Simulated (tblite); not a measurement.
Record of a relaxation.

Compound: C6H12Ge.
SMILES with atom numbers: `[CH2:1]=[CH:2][Ge@@H:3]1[CH2:4][CH2:5][C@H:6]1[CH3:7]` (hydrogens: H8, H9 on C1; H10 on C2; H11 on Ge3; H12, H13 on C4; H14, H15 on C5; H16 on C6; H17, H18, H19 on C7)

Computed with GFN2-xTB (tblite), gas phase: L-BFGS steps from a force-field or distance-geometry start until the largest atomic force falls under 0.01 eV/Å. 7 of its 120 geometries are shown.

Step 0: E = -565.2995 eV, largest atomic force 2.979 eV/Å
```
atom  x, y, z in Å  |  force x, y, z in eV/Å
C1      3.147   -0.872    0.142   -1.227   0.663   0.773
C2      2.052   -0.300    0.709    2.794  -1.032  -0.004
Ge3     0.662    0.266   -0.413    0.000   0.189  -1.030
C4     -0.335    1.844    0.075   -0.090   1.574   0.297
C5     -1.609    1.044    0.381   -0.531   1.466   1.328
C6     -1.066   -0.334    0.253    0.600  -1.496   0.715
C7     -1.702   -1.289   -0.694   -0.286  -1.771  -0.221
H8      3.132   -0.951   -0.945    0.469  -0.156   0.480
H9      3.984   -1.224    0.743   -0.234   0.009  -0.461
H10     2.009   -0.195    1.796   -0.121   0.016  -0.429
H11     0.875    0.110   -1.935    0.147  -0.116   0.412
H12    -0.490    2.527   -0.767    0.138   0.391   0.606
H13     0.075    2.321    0.994   -0.417   0.195  -0.879
H14    -2.436    1.299   -0.298    0.264  -0.235   0.252
H15    -1.920    1.248    1.441   -0.165  -0.064  -0.950
H16    -0.926   -0.806    1.262   -0.363   0.227  -0.719
H17    -2.300   -0.834   -1.496    0.218  -0.087   0.467
H18    -0.853   -1.855   -1.175   -1.166   0.086   0.265
H19    -2.310   -1.989   -0.082   -0.029   0.139  -0.902
```

Step 20: E = -566.0577 eV, largest atomic force 0.112 eV/Å
```
atom  x, y, z in Å  |  force x, y, z in eV/Å
C1      3.308   -0.900    0.145   -0.009   0.050   0.023
C2      2.270   -0.253    0.649   -0.096  -0.014  -0.012
Ge3     0.714    0.344   -0.405   -0.039  -0.071   0.075
C4     -0.408    1.939    0.106    0.038  -0.078   0.004
C5     -1.628    1.036    0.386   -0.021  -0.062   0.012
C6     -1.051   -0.393    0.238    0.053  -0.008  -0.008
C7     -1.825   -1.335   -0.676    0.001   0.010   0.073
H8      3.442   -1.032   -0.916   -0.067  -0.001  -0.044
H9      4.079   -1.320    0.771    0.093   0.015   0.033
H10     2.186   -0.149    1.725   -0.020   0.038  -0.057
H11     1.030    0.109   -1.883   -0.022   0.079   0.041
H12    -0.591    2.676   -0.674    0.025  -0.005   0.096
H13    -0.061    2.454    0.999   -0.001   0.026  -0.050
H14    -2.420    1.212   -0.343    0.053  -0.023  -0.042
H15    -2.064    1.206    1.373    0.076   0.017  -0.035
H16    -0.945   -0.862    1.224    0.005   0.047  -0.101
H17    -2.329   -0.780   -1.466    0.073  -0.024  -0.012
H18    -1.143   -2.048   -1.143   -0.073  -0.009   0.044
H19    -2.574   -1.894   -0.118   -0.071   0.013  -0.042
```

Step 40: E = -566.1285 eV, largest atomic force 0.107 eV/Å
```
atom  x, y, z in Å  |  force x, y, z in eV/Å
C1      3.359   -0.834    0.133   -0.027  -0.029   0.002
C2      2.295   -0.232    0.634   -0.037  -0.003   0.009
Ge3     0.714    0.285   -0.411   -0.062   0.027  -0.011
C4     -0.357    1.870    0.176   -0.002   0.008  -0.004
C5     -1.611    0.990    0.366   -0.025   0.022  -0.014
C6     -1.072   -0.447    0.197    0.065   0.022   0.030
C7     -1.924   -1.350   -0.675    0.029   0.010   0.046
H8      3.422   -1.069   -0.917    0.053   0.025  -0.041
H9      4.198   -1.126    0.745    0.040  -0.016  -0.011
H10     2.249   -0.032    1.697   -0.016   0.038   0.007
H11     1.060    0.258   -1.898   -0.015  -0.072   0.009
H12    -0.512    2.660   -0.556    0.022   0.006   0.009
H13    -0.019    2.347    1.094   -0.024  -0.085   0.037
H14    -2.334    1.204   -0.420   -0.038  -0.009  -0.030
H15    -2.111    1.153    1.322    0.042  -0.022   0.002
H16    -0.951   -0.932    1.170    0.021   0.068   0.026
H17    -2.144   -0.875   -1.629    0.008  -0.018   0.024
H18    -1.410   -2.292   -0.870   -0.019   0.028   0.013
H19    -2.863   -1.571   -0.164   -0.018   0.000  -0.105
```

Step 60: E = -566.1513 eV, largest atomic force 0.045 eV/Å
```
atom  x, y, z in Å  |  force x, y, z in eV/Å
C1      3.375   -0.796    0.106    0.008   0.007   0.000
C2      2.294   -0.219    0.604    0.021  -0.003   0.005
Ge3     0.690    0.259   -0.421    0.041  -0.014   0.013
C4     -0.347    1.849    0.207    0.013  -0.008   0.002
C5     -1.621    0.993    0.346    0.010   0.025  -0.012
C6     -1.084   -0.449    0.222   -0.019   0.034   0.013
C7     -1.921   -1.349   -0.666   -0.005   0.018   0.008
H8      3.456   -1.032   -0.944   -0.009   0.013   0.008
H9      4.226   -1.058    0.719   -0.008   0.002  -0.014
H10     2.246    0.000    1.663    0.011  -0.014  -0.001
H11     0.984    0.142   -1.912   -0.020   0.001  -0.014
H12    -0.470    2.713   -0.442    0.010  -0.016   0.013
H13     0.012    2.205    1.171   -0.028   0.006   0.004
H14    -2.305    1.198   -0.477    0.007   0.017  -0.007
H15    -2.158    1.176    1.279   -0.004  -0.020  -0.019
H16    -0.985   -0.906    1.210   -0.007   0.004   0.006
H17    -1.980   -0.938   -1.673   -0.010  -0.010  -0.004
H18    -1.487   -2.345   -0.728    0.009  -0.010   0.006
H19    -2.933   -1.435   -0.271   -0.022  -0.033  -0.006
```

Step 79: E = -566.1616 eV, largest atomic force 0.060 eV/Å
```
atom  x, y, z in Å  |  force x, y, z in eV/Å
C1      3.422   -0.768    0.059   -0.016   0.006   0.018
C2      2.332   -0.257    0.606   -0.002   0.006  -0.008
Ge3     0.683    0.221   -0.355   -0.003   0.009   0.046
C4     -0.330    1.831    0.259   -0.003   0.010   0.005
C5     -1.640    1.019    0.282   -0.008   0.031   0.014
C6     -1.131   -0.438    0.241   -0.025   0.039   0.005
C7     -1.938   -1.367   -0.644    0.007  -0.006   0.009
H8      3.490   -0.974   -0.998   -0.044   0.023   0.003
H9      4.299   -1.005    0.642    0.012  -0.006   0.000
H10     2.309   -0.066    1.672    0.003  -0.027  -0.022
H11     0.908    0.145   -1.857    0.035  -0.021  -0.044
H12    -0.368    2.719   -0.368   -0.027  -0.012   0.016
H13    -0.037    2.145    1.261   -0.003  -0.019  -0.013
H14    -2.232    1.230   -0.610    0.053  -0.025   0.006
H15    -2.264    1.232    1.152    0.004  -0.006  -0.024
H16    -1.087   -0.848    1.255    0.007   0.017  -0.045
H17    -1.953   -1.004   -1.671    0.002   0.008   0.038
H18    -1.504   -2.365   -0.642    0.005  -0.034  -0.007
H19    -2.968   -1.440   -0.291    0.004   0.005   0.002
```

Step 99: E = -566.1710 eV, largest atomic force 0.019 eV/Å
```
atom  x, y, z in Å  |  force x, y, z in eV/Å
C1      3.422   -0.735    0.009    0.000  -0.007   0.000
C2      2.342   -0.298    0.632    0.004  -0.010   0.002
Ge3     0.686    0.211   -0.296   -0.005   0.003  -0.004
C4     -0.326    1.829    0.302   -0.015  -0.006   0.002
C5     -1.644    1.043    0.201   -0.005   0.002  -0.002
C6     -1.154   -0.416    0.254    0.000   0.001  -0.001
C7     -1.942   -1.389   -0.600   -0.003   0.001   0.003
H8      3.439   -0.849   -1.064    0.015   0.005  -0.008
H9      4.330   -0.999    0.531    0.002  -0.008   0.003
H10     2.347   -0.194    1.709   -0.011  -0.002   0.009
H11     0.942    0.128   -1.796   -0.004   0.016  -0.009
H12    -0.306    2.750   -0.275   -0.010  -0.002   0.003
H13    -0.097    2.076    1.339    0.010   0.003  -0.007
H14    -2.112    1.228   -0.767    0.008   0.011   0.004
H15    -2.368    1.293    0.978   -0.004  -0.003  -0.003
H16    -1.142   -0.768    1.288    0.012   0.009   0.005
H17    -1.964   -1.053   -1.636    0.012  -0.013  -0.004
H18    -1.492   -2.380   -0.570   -0.003   0.003   0.005
H19    -2.970   -1.466   -0.246   -0.004  -0.003   0.005
```

Step 119: E = -566.1740 eV, largest atomic force 0.008 eV/Å
```
atom  x, y, z in Å  |  force x, y, z in eV/Å
C1      3.418   -0.742    0.001    0.008   0.002   0.002
C2      2.325   -0.324    0.617    0.002  -0.007   0.000
Ge3     0.689    0.241   -0.313    0.005  -0.001  -0.002
C4     -0.334    1.844    0.310   -0.003   0.000  -0.006
C5     -1.645    1.051    0.179   -0.003  -0.003   0.000
C6     -1.141   -0.403    0.244    0.001   0.000   0.003
C7     -1.931   -1.404   -0.573    0.003  -0.002   0.000
H8      3.472   -0.790   -1.075   -0.004   0.003  -0.001
H9      4.304   -1.051    0.536    0.004  -0.003   0.002
H10     2.299   -0.287    1.698   -0.002   0.001   0.001
H11     0.942    0.199   -1.815    0.000   0.003  -0.001
H12    -0.316    2.774   -0.251   -0.004   0.004   0.000
H13    -0.116    2.074    1.353    0.000  -0.006  -0.005
H14    -2.089    1.232   -0.801    0.000   0.004   0.002
H15    -2.391    1.294    0.938    0.002   0.003   0.001
H16    -1.105   -0.731    1.287   -0.007   0.000   0.004
H17    -1.946   -1.112   -1.622   -0.006   0.002   0.001
H18    -1.485   -2.394   -0.500    0.002  -0.005   0.001
H19    -2.961   -1.463   -0.219    0.001   0.003  -0.002
```

**Question.** Summarise the path.

**Answer.** The energy falls by 0.8745 eV from step 0 to step 119; nine tenths of that is first reached at step 28. It rises by more than 0.2 meV at step 38. The largest force goes from 2.979 to 0.008 eV/Å. Among the bonds C2–Ge3 changes most, from 1.874 to 1.965 Å; the atoms move by 0.482 Å rms after alignment.

**Question.** Follow the three bonds and two angles with the largest change from start to end.

**Answer.** 
```json
{"step": "0", "E above end (eV)": "0.8745", "largest force (eV/Å)": "2.979", "C2–Ge3 (Å)": "1.874", "Ge3–C4 (Å)": "1.929", "Ge3–C6 (Å)": "1.947", "Ge3–C6–C7 (°)": "111.1", "C2–Ge3–C6 (°)": "111.1"}
{"step": "5", "E above end (eV)": "0.2838", "largest force (eV/Å)": "0.502", "C2–Ge3 (Å)": "1.944", "Ge3–C4 (Å)": "1.984", "Ge3–C6 (Å)": "1.985", "Ge3–C6–C7 (°)": "114.4", "C2–Ge3–C6 (°)": "110.3"}
{"step": "10", "E above end (eV)": "0.1976", "largest force (eV/Å)": "0.268", "C2–Ge3 (Å)": "1.955", "Ge3–C4 (Å)": "1.999", "Ge3–C6 (Å)": "1.996", "Ge3–C6–C7 (°)": "114.7", "C2–Ge3–C6 (°)": "111.9"}
{"step": "16", "E above end (eV)": "0.1326", "largest force (eV/Å)": "0.148", "C2–Ge3 (Å)": "1.958", "Ge3–C4 (Å)": "2.005", "Ge3–C6 (Å)": "2.004", "Ge3–C6–C7 (°)": "118.3", "C2–Ge3–C6 (°)": "113.9"}
{"step": "21", "E above end (eV)": "0.1130", "largest force (eV/Å)": "0.151", "C2–Ge3 (Å)": "1.973", "Ge3–C4 (Å)": "2.019", "Ge3–C6 (Å)": "2.017", "Ge3–C6–C7 (°)": "118.8", "C2–Ge3–C6 (°)": "114.5"}
{"step": "26", "E above end (eV)": "0.0917", "largest force (eV/Å)": "0.153", "C2–Ge3 (Å)": "1.966", "Ge3–C4 (Å)": "2.001", "Ge3–C6 (Å)": "2.008", "Ge3–C6–C7 (°)": "120.5", "C2–Ge3–C6 (°)": "115.0"}
{"step": "31", "E above end (eV)": "0.0738", "largest force (eV/Å)": "0.125", "C2–Ge3 (Å)": "1.964", "Ge3–C4 (Å)": "2.006", "Ge3–C6 (Å)": "2.015", "Ge3–C6–C7 (°)": "121.5", "C2–Ge3–C6 (°)": "115.4"}
{"step": "36", "E above end (eV)": "0.0569", "largest force (eV/Å)": "0.151", "C2–Ge3 (Å)": "1.968", "Ge3–C4 (Å)": "1.996", "Ge3–C6 (Å)": "2.025", "Ge3–C6–C7 (°)": "122.2", "C2–Ge3–C6 (°)": "116.1"}
{"step": "41", "E above end (eV)": "0.0425", "largest force (eV/Å)": "0.116", "C2–Ge3 (Å)": "1.965", "Ge3–C4 (Å)": "2.000", "Ge3–C6 (Å)": "2.016", "Ge3–C6–C7 (°)": "122.6", "C2–Ge3–C6 (°)": "117.2"}
{"step": "47", "E above end (eV)": "0.0321", "largest force (eV/Å)": "0.085", "C2–Ge3 (Å)": "1.963", "Ge3–C4 (Å)": "1.999", "Ge3–C6 (Å)": "2.022", "Ge3–C6–C7 (°)": "122.1", "C2–Ge3–C6 (°)": "117.3"}
{"step": "52", "E above end (eV)": "0.0283", "largest force (eV/Å)": "0.062", "C2–Ge3 (Å)": "1.966", "Ge3–C4 (Å)": "2.001", "Ge3–C6 (Å)": "2.019", "Ge3–C6–C7 (°)": "121.7", "C2–Ge3–C6 (°)": "117.7"}
{"step": "57", "E above end (eV)": "0.0239", "largest force (eV/Å)": "0.077", "C2–Ge3 (Å)": "1.959", "Ge3–C4 (Å)": "2.000", "Ge3–C6 (Å)": "2.020", "Ge3–C6–C7 (°)": "120.7", "C2–Ge3–C6 (°)": "117.8"}
{"step": "62", "E above end (eV)": "0.0220", "largest force (eV/Å)": "0.073", "C2–Ge3 (Å)": "1.963", "Ge3–C4 (Å)": "2.001", "Ge3–C6 (Å)": "2.015", "Ge3–C6–C7 (°)": "120.1", "C2–Ge3–C6 (°)": "118.0"}
{"step": "67", "E above end (eV)": "0.0201", "largest force (eV/Å)": "0.050", "C2–Ge3 (Å)": "1.963", "Ge3–C4 (Å)": "2.001", "Ge3–C6 (Å)": "2.017", "Ge3–C6–C7 (°)": "120.1", "C2–Ge3–C6 (°)": "118.6"}
{"step": "72", "E above end (eV)": "0.0171", "largest force (eV/Å)": "0.068", "C2–Ge3 (Å)": "1.966", "Ge3–C4 (Å)": "1.999", "Ge3–C6 (Å)": "2.018", "Ge3–C6–C7 (°)": "119.7", "C2–Ge3–C6 (°)": "120.0"}
{"step": "78", "E above end (eV)": "0.0131", "largest force (eV/Å)": "0.057", "C2–Ge3 (Å)": "1.967", "Ge3–C4 (Å)": "1.999", "Ge3–C6 (Å)": "2.018", "Ge3–C6–C7 (°)": "120.3", "C2–Ge3–C6 (°)": "121.7"}
{"step": "83", "E above end (eV)": "0.0102", "largest force (eV/Å)": "0.083", "C2–Ge3 (Å)": "1.967", "Ge3–C4 (Å)": "1.998", "Ge3–C6 (Å)": "2.023", "Ge3–C6–C7 (°)": "120.2", "C2–Ge3–C6 (°)": "123.5"}
{"step": "88", "E above end (eV)": "0.0061", "largest force (eV/Å)": "0.070", "C2–Ge3 (Å)": "1.969", "Ge3–C4 (Å)": "2.003", "Ge3–C6 (Å)": "2.022", "Ge3–C6–C7 (°)": "120.7", "C2–Ge3–C6 (°)": "123.5"}
{"step": "93", "E above end (eV)": "0.0041", "largest force (eV/Å)": "0.036", "C2–Ge3 (Å)": "1.967", "Ge3–C4 (Å)": "2.000", "Ge3–C6 (Å)": "2.021", "Ge3–C6–C7 (°)": "120.9", "C2–Ge3–C6 (°)": "124.0"}
{"step": "98", "E above end (eV)": "0.0031", "largest force (eV/Å)": "0.025", "C2–Ge3 (Å)": "1.966", "Ge3–C4 (Å)": "2.000", "Ge3–C6 (Å)": "2.021", "Ge3–C6–C7 (°)": "121.2", "C2–Ge3–C6 (°)": "123.9"}
{"step": "103", "E above end (eV)": "0.0025", "largest force (eV/Å)": "0.035", "C2–Ge3 (Å)": "1.967", "Ge3–C4 (Å)": "2.000", "Ge3–C6 (Å)": "2.020", "Ge3–C6–C7 (°)": "121.6", "C2–Ge3–C6 (°)": "124.1"}
{"step": "109", "E above end (eV)": "0.0014", "largest force (eV/Å)": "0.024", "C2–Ge3 (Å)": "1.967", "Ge3–C4 (Å)": "2.000", "Ge3–C6 (Å)": "2.020", "Ge3–C6–C7 (°)": "122.2", "C2–Ge3–C6 (°)": "123.5"}
{"step": "114", "E above end (eV)": "0.0006", "largest force (eV/Å)": "0.028", "C2–Ge3 (Å)": "1.966", "Ge3–C4 (Å)": "2.000", "Ge3–C6 (Å)": "2.019", "Ge3–C6–C7 (°)": "122.4", "C2–Ge3–C6 (°)": "122.6"}
{"step": "119", "E above end (eV)": "0.0000", "largest force (eV/Å)": "0.008", "C2–Ge3 (Å)": "1.965", "Ge3–C4 (Å)": "2.001", "Ge3–C6 (Å)": "2.018", "Ge3–C6–C7 (°)": "122.3", "C2–Ge3–C6 (°)": "122.2"}
```

The cost below is that of the whole relaxation. The run took 2.6 s on Intel Xeon at 2.50 GHz, one thread, no GPU, shared host with 64 logical CPUs at a one-minute load of 62.
